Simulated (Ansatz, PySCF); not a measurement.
Process, species as SMILES: NB(N)[OH2+] -> NB([NH3+])O
Geometries: B3LYP-D3(BJ)/def2-TZVP minima from Ansatz (a first-principles code), one conformer each, not searched for the lowest.

Quantity: isomerisation energy (enthalpy at 298 K, with B3LYP-D3(BJ) rigid-rotor harmonic-oscillator terms from PySCF), in kJ/mol. Cores are frozen in the correlated levels unless marked. No spin-orbit coupling. No relativistic terms. CBS marks a two-point X^-3 extrapolation of the correlation energy; Hartree-Fock from the larger set.

| level | program | isomerisation energy (kJ/mol) |
|---|---|---|
| PBE-D3(BJ)/def2-TZVPD | Ansatz + dftd3 | -100.4 |
| PBE0/def2-QZVPP | Ansatz | -99.3 |
| HSE06/def2-TZVPD | Ansatz | … |
| CAM-B3LYP-D4/def2-TZVPD | Ansatz + dftd4 | … |
| CCSD/6-31G* | Ansatz | … |
| CCSD/cc-pVTZ | Ansatz | -104.1 |
| CCSD(T)/CBS(cc-pVTZ,cc-pVQZ) | Ansatz | -101.7 |

Question: Some entries are withheld; supply them.

Answer: 
- HSE06/def2-TZVPD, isomerisation energy (kJ/mol): -100.6
- CAM-B3LYP-D4/def2-TZVPD, isomerisation energy (kJ/mol): -98.1
- CCSD/6-31G*, isomerisation energy (kJ/mol): -120.3
